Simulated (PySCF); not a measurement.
Job for PySCF: D3(BJ) and D4 dispersion corrections on CH4O2S (a complex), monomers drawn apart or pushed together.

```python
from pyscf import gto
from pyscf.dispersion import dftd3, dftd4

mol = gto.M(
    atom='''
    S     0.17158978    0.50636564   -0.42564313
    H     0.09049469   -0.71357678    0.13820265
    H    -1.15546315    0.57069981   -0.62406380
    O    -0.24019328   -1.47724388    2.79771822
    C    -0.25524092   -0.54466588    3.55714295
    O    -0.13948154    0.74042106    3.22121545
    H    -0.36914243   -0.63961701    4.64515472
    H    -0.03755220    0.81120064    2.24498055
    ''',
    basis='def2-svp',
    charge=0, spin=0, verbose=0, max_memory=1800)
d3, d4 = {}, {}
for xc in ['hf', 'pbe', 'blyp', 'revpbe', 'tpss', 'r2scan', 'b3lyp', 'pbe0', 'bhlyp', 'camb3lyp', 'b2plyp']:
    d3[xc] = float(dftd3.DFTD3Dispersion(mol, xc=xc, version='d3bj', atm=False).get_dispersion()['energy'])
    print(f'D3(BJ) {xc:10s} {d3[xc]:14.8f} Eh')
for xc in ['hf', 'pbe', 'blyp', 'revpbe', 'tpss', 'r2scan', 'b3lyp', 'pbe0', 'bhlyp', 'camb3lyp', 'b2plyp']:
    d4[xc] = float(dftd4.DFTD4Dispersion(mol, xc={'camb3lyp': 'cam-b3lyp'}.get(xc, xc), atm=True).get_dispersion()['energy'])
    print(f'D4     {xc:10s} {d4[xc]:14.8f} Eh')
```

Output:

```
D3(BJ) hf            -0.03259669 Eh
D3(BJ) pbe           -0.00414016 Eh
D3(BJ) blyp          -0.00849350 Eh
D3(BJ) revpbe        -0.01047320 Eh
D3(BJ) tpss          -0.00518994 Eh
D3(BJ) r2scan        -0.00124401 Eh
D3(BJ) b3lyp         -0.00690918 Eh
D3(BJ) pbe0          -0.00358216 Eh
D3(BJ) bhlyp         -0.00522489 Eh
D3(BJ) camb3lyp      -0.00322021 Eh
D3(BJ) b2plyp        -0.00314289 Eh
D4     hf            -0.01294441 Eh
D4     pbe           -0.00368166 Eh
D4     blyp          -0.00796193 Eh
D4     revpbe        -0.01196646 Eh
D4     tpss          -0.00496616 Eh
D4     r2scan        -0.00103631 Eh
D4     b3lyp         -0.00578118 Eh
D4     pbe0          -0.00316420 Eh
D4     bhlyp         -0.00408325 Eh
D4     camb3lyp      -0.00320126 Eh
D4     b2plyp        -0.00262467 Eh
```

The run finished.

Cost: around 0.010 core-seconds (rough).
